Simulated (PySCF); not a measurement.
CH$_{3}$Mg (SMILES [CH3][Mg]), doublet, at a GFN2-xTB geometry (such geometries of metal compounds can be far from the true shape) (the spin is typed, not shown lowest); PySCF with CASSCF(5,6)/6-31G*.

Here is a job for PySCF.
```python
from pyscf import gto, scf, mcscf
import numpy

mol = gto.Mole()
mol.atom = '''
    Mg   -0.69844116   -0.41544249   -0.56530309
    C     0.83911434    0.49911685    0.67916091
    H     1.38690743   -0.26111309    1.24713351
    H     0.39746036    1.20199386    1.39437093
    H     1.56224005    1.04972799    0.06716722
'''
mol.basis = '6-31g*'
mol.spin = 1
mol.verbose = 4
mol.build()

mf = scf.ROHF(mol)
mf.kernel()
mc = mcscf.CASSCF(mf, 6, 5)
mc.fix_spin_(ss=0.75)
mc.kernel()
occ = numpy.linalg.eigvalsh(mc.fcisolver.make_rdm1(mc.ci, mc.ncas, mc.nelecas))[::-1]
ss = mc.fcisolver.spin_square(mc.ci, mc.ncas, mc.nelecas)[0]
print('natural occupations', occ.round(4), ' <S^2>', round(ss, 4))
```

Predict the main parts of the log of this PySCF run.


```
PySCF version 2.14.0

[INPUT] verbose = 4
[INPUT] num. atoms = 5
[INPUT] num. electrons = 21
[INPUT] charge = 0
[INPUT] spin (= nelec alpha-beta = 2S) = 1
[INPUT] symmetry False subgroup None
[INPUT] Mole.unit = angstrom
[INPUT] Symbol           X                Y                Z      unit          X                Y                Z       unit  Magmom
[INPUT]  1 Mg    -0.698441160000  -0.415442490000  -0.565303090000 AA   -1.319862506524  -0.785072526607  -1.068268017470 Bohr   0.0
[INPUT]  2 C      0.839114340000   0.499116850000   0.679160910000 AA    1.585696289795   0.943194150656   1.283428114410 Bohr   0.0
[INPUT]  3 H      1.386907430000  -0.261113090000   1.247133510000 AA    2.620875202824  -0.493432227639   2.356740774668 Bohr   0.0
[INPUT]  4 H      0.397460360000   1.201993860000   1.394370930000 AA    0.751091225771   2.271439198809   2.634979173755 Bohr   0.0
[INPUT]  5 H      1.562240050000   1.049727990000   0.067167220000 AA    2.952205835327   1.983698406390   0.126927650348 Bohr   0.0

nuclear repulsion = 33.9563905077887
number of shells = 20
number of NR pGTOs = 90
number of NR cGTOs = 38
basis = 6-31g*
ecp = {}

******** <class 'pyscf.scf.rohf.ROHF'> ********
method = ROHF
initial guess = minao
damping factor = 0
level_shift factor = 0
DIIS = <class 'pyscf.scf.diis.CDIIS'>
diis_start_cycle = 1
diis_space = 8
diis_damp = 0
SCF conv_tol = 1e-09
SCF conv_tol_grad = None
SCF max_cycles = 50
direct_scf = True
direct_scf_tol = 1e-13
num. doubly occ = 10  num. singly occ = 1
Set gradient conv threshold to 3.16228e-05
init E= -239.114424897679
  HOMO = -0.113925418170314  LUMO = 0.0561097150736985  gap/eV = 4.62689
cycle= 1 E= -239.144282545727  delta_E= -0.0299  |g|= 0.151  |ddm|= 1.21
  HOMO = -0.106213430565543  LUMO = 0.0541133829883919  gap/eV = 4.36271
cycle= 2 E= -239.16084165515  delta_E= -0.0166  |g|= 0.0525  |ddm|= 0.356
  HOMO = -0.107720164298903  LUMO = 0.0561407081036009  gap/eV = 4.45888
cycle= 3 E= -239.166922918919  delta_E= -0.00608  |g|= 0.0476  |ddm|= 0.135
  HOMO = -0.104287945768322  LUMO = 0.0563547942355906  gap/eV = 4.37131
cycle= 4 E= -239.16990122683  delta_E= -0.00298  |g|= 0.023  |ddm|= 0.0842
  HOMO = -0.10150755100324  LUMO = 0.0555397045077462  gap/eV = 4.27347
cycle= 5 E= -239.172106076654  delta_E= -0.0022  |g|= 0.0045  |ddm|= 0.147
  HOMO = -0.101995788840247  LUMO = 0.05602301757291  gap/eV = 4.29991
cycle= 6 E= -239.172125303369  delta_E= -1.92e-05  |g|= 0.00171  |ddm|= 0.0178
  HOMO = -0.101599009703884  LUMO = 0.0561135423254777  gap/eV = 4.29158
cycle= 7 E= -239.172131722709  delta_E= -6.42e-06  |g|= 0.000422  |ddm|= 0.00825
  HOMO = -0.101677247209239  LUMO = 0.0560884201848172  gap/eV = 4.29302
cycle= 8 E= -239.172132043483  delta_E= -3.21e-07  |g|= 0.000112  |ddm|= 0.00171
  HOMO = -0.101711555290871  LUMO = 0.0560798508415182  gap/eV = 4.29372
cycle= 9 E= -239.172132065114  delta_E= -2.16e-08  |g|= 9.61e-06  |ddm|= 0.000423
  HOMO = -0.101709722478682  LUMO = 0.0560792847376512  gap/eV = 4.29366
cycle= 10 E= -239.172132065269  delta_E= -1.55e-10  |g|= 2.79e-06  |ddm|= 3.54e-05
  HOMO = -0.101709853590671  LUMO = 0.0560791639800585  gap/eV = 4.29366
Extra cycle  E= -239.172132065277  delta_E= -8.13e-12  |g|= 1.24e-06  |ddm|= 6.92e-06
converged SCF energy = -239.172132065277

******** <class 'pyscf.mcscf.mc1step.CASSCF'> ********
CAS (3e+2e, 6o), ncore = 8, nvir = 24
max_cycle_macro = 50
max_cycle_micro = 4
conv_tol = 1e-07
conv_tol_grad = None
orbital rotation max_stepsize = 0.02
orbital rotation threshold for CI restart = 0.01
augmented hessian ah_max_cycle = 30
augmented hessian ah_conv_tol = 1e-12
augmented hessian ah_linear dependence = 1e-14
augmented hessian ah_level shift = 1e-08
augmented hessian ah_start_tol = 2.5
augmented hessian ah_start_cycle = 3
augmented hessian ah_grad_trust_region = 3
kf_trust_region = 3
kf_interval = 4
ci_response_space = 4
ci_grad_trust_region = 3
with_dep4 0
natorb = False
canonicalization = True
sorting_mo_energy = False
ao2mo_level = 2
internal_rotation = False
******** <class 'pyscf.fci.addons.SpinPenaltyFCISolver'> ********
max. cycles = 50
conv_tol = 1e-08
davidson only = True
linear dependence = 1e-12
level shift = 0.001
max iter space = 12
nroots = 1
pspace_size = 400
spin = None
CASCI E = -239.174477683655  S^2 = 0.7500000
Set conv_tol_grad to 0.000316228
macro iter   1 ( 21 JK    4 micro), CASSCF E = -239.182935007216  dE = -8.45732356e-03  S^2 = 0.7500000
               |grad[o]|=0.0124  |grad[c]|=0.0155  |ddm|=0.0616  |maxRot[o]|= 0.31
macro iter   2 ( 21 JK    4 micro), CASSCF E = -239.195789589183  dE = -1.28545820e-02  S^2 = 0.7500000
               |grad[o]|=0.0297  |grad[c]|=0.0225  |ddm|=0.0236  |maxRot[o]|= 0.28
macro iter   3 ( 21 JK    4 micro), CASSCF E = -239.203824009418  dE = -8.03442024e-03  S^2 = 0.7500000
               |grad[o]|=0.016  |grad[c]|=0.0157  |ddm|=0.0209  |maxRot[o]|=0.303
macro iter   4 ( 12 JK    3 micro), CASSCF E = -239.205707844025  dE = -1.88383461e-03  S^2 = 0.7500000
               |grad[o]|=0.00767  |grad[c]|=0.0105  |ddm|=0.0277  |maxRot[o]|=0.149
macro iter   5 ( 12 JK    3 micro), CASSCF E = -239.209093327188  dE = -3.38548316e-03  S^2 = 0.7500000
               |grad[o]|=0.00777  |grad[c]|=0.0168  |ddm|=0.0267  |maxRot[o]|=0.149
macro iter   6 ( 21 JK    4 micro), CASSCF E = -239.211081958957  dE = -1.98863177e-03  S^2 = 0.7500000
               |grad[o]|=0.00664  |grad[c]|=0.00744  |ddm|=0.0134  |maxRot[o]|=0.287
macro iter   7 ( 21 JK    4 micro), CASSCF E = -239.211769731661  dE = -6.87772705e-04  S^2 = 0.7500000
               |grad[o]|=0.00407  |grad[c]|=0.00362  |ddm|=0.00907  |maxRot[o]|=0.304
macro iter   8 ( 18 JK    4 micro), CASSCF E = -239.212612941740  dE = -8.43210078e-04  S^2 = 0.7500000
               |grad[o]|=0.00283  |grad[c]|=0.00896  |ddm|=0.0161  |maxRot[o]|=0.197
macro iter   9 ( 21 JK    4 micro), CASSCF E = -239.214973435357  dE = -2.36049362e-03  S^2 = 0.7500000
               |grad[o]|=0.00301  |grad[c]|=0.0133  |ddm|=0.0126  |maxRot[o]|=0.305
macro iter  10 ( 15 JK    4 micro), CASSCF E = -239.215676315717  dE = -7.02880360e-04  S^2 = 0.7500000
               |grad[o]|=0.00347  |grad[c]|=0.00372  |ddm|=0.00683  |maxRot[o]|=0.164
macro iter  11 (  9 JK    3 micro), CASSCF E = -239.215677535207  dE = -1.21949020e-06  S^2 = 0.7500000
               |grad[o]|=0.000602  |grad[c]|=0.000106  |ddm|=0.000754  |maxRot[o]|=0.00609
macro iter  12 (  3 JK    1 micro), CASSCF E = -239.215677542228  dE = -7.02033276e-09  S^2 = 0.7500000
               |grad[o]|=4.68e-05  |grad[c]|=4.95e-05  |ddm|=7.32e-05  |maxRot[o]|=0.000112
1-step CASSCF converged in  12 macro (195 JK  42 micro) steps
CASSCF canonicalization
Density matrix diagonal elements [1.9750249  1.96828734 1.00398057 0.00630309 0.01913134 0.02727277]
CASSCF energy = -239.215677542228
CASCI E = -239.215677542228  E(CI) = -5.61696587960489  S^2 = 0.7500000
natural occupations [1.9753 1.9709 1.0018 0.027  0.019  0.006 ]  <S^2> 0.75
```
